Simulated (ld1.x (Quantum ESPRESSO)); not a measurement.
# What one change does to a pseudopotential (tungsten (W), TM)

W, norm-conserving Troullier–Martins (Kleinman–Bylander form), made with ld1.x (Quantum ESPRESSO) 7.5 (PBE, fully relativistic). Core [Xe] 4f14, reference 5d4 6s2 6p0. Waves: 6s (bound): rc 1.95 bohr; 6p (bound, empty): rc 2.55 bohr; 5d (bound): rc 1.95 bohr. Local part: all-electron potential smoothed inside 2.40 bohr (lloc = -2). Core correction: a·sin(br)/r model core, default radius (core density twice the valence density).

Open shells are filled in proportion to 2j + 1 (rel_dist='average').

All-electron outer shells of the reference configuration (PBE, scalar-relativistic, ld1.x):

```json
{"shell": "5p", "level (eV)": "-43.20", "outermost node (bohr)": "0.57", "outermost maximum (bohr)": "1.09"}
{"shell": "4f", "level (eV)": "-33.21", "outermost node (bohr)": "–", "outermost maximum (bohr)": "0.43"}
{"shell": "6s", "level (eV)": "-5.71", "outermost node (bohr)": "1.28", "outermost maximum (bohr)": "2.67"}
{"shell": "5d", "level (eV)": "-4.48", "outermost node (bohr)": "0.63", "outermost maximum (bohr)": "1.49"}
{"shell": "6p", "level (eV)": "-1.36", "outermost node (bohr)": "1.54", "outermost maximum (bohr)": "3.75"}
```

Change: all radii but the core radius scaled by about 1.15 (s 2.24, p 2.94, d 2.24 bohr); local potential all-electron potential smoothed inside 2.76 bohr (lloc = -2).

Cutoffs: the cutoffs (Ry, on a coarse ladder) from which the occupation-weighted sum of valence levels, in a spherical-Bessel basis at the reference potential, stays within 10 and 1 mRy of its value at 400 Ry; they do not see the model core or the augmentation charge, which bear on the density cutoff. Errors are all-electron minus pseudo energies relative to the spin-unpolarised reference configuration.

Task: How do hardness, ghosts and transferability respond?

Result: The potential gets softer (30 Ry and 60 Ry → 30 Ry and 35 Ry); of the 7 tests that both files solve, the error grows in 6 and shrinks in 0 by more than 15 % and 0.3 meV (median size 23.6 → 39.9 meV); neither file shows a bound ghost. A larger radius leaves more room for a smooth pseudo-wave, so fewer plane waves are needed. More of the atom is replaced by a form fitted at one configuration, so other configurations suffer.

```tsv
quantity	base	changed
cutoff, loose	30 Ry	30 Ry
cutoff, tight	60 Ry	35 Ry
loose cutoff by channel (10 mRy a level)	s 18 Ry, d 25 Ry	s 6 Ry, d 25 Ry
bound ghosts	none	none
error for 5d4 6s1 6p0, meV [ΔE 8.89 eV]	-1.7	-6.6
error for 5d4 6s0 6p0, meV [ΔE 24.57 eV]	-24	-40
error for 5d3 6s0 6p0, meV [ΔE 49.94 eV]	-176	-178
error for 5d5 6s1 6p0, meV [ΔE 1.53 eV]	-28	-46
error for 5d4 6s0 6p2, meV [ΔE 9.18 eV]	+1.2	-9.2
error for 5d5 6s0 6p0, meV [ΔE 9.70 eV]	-60	-95
error for 5d4 6s1.5 6p0, meV [ΔE 3.64 eV]	-0.3	-1.4
```
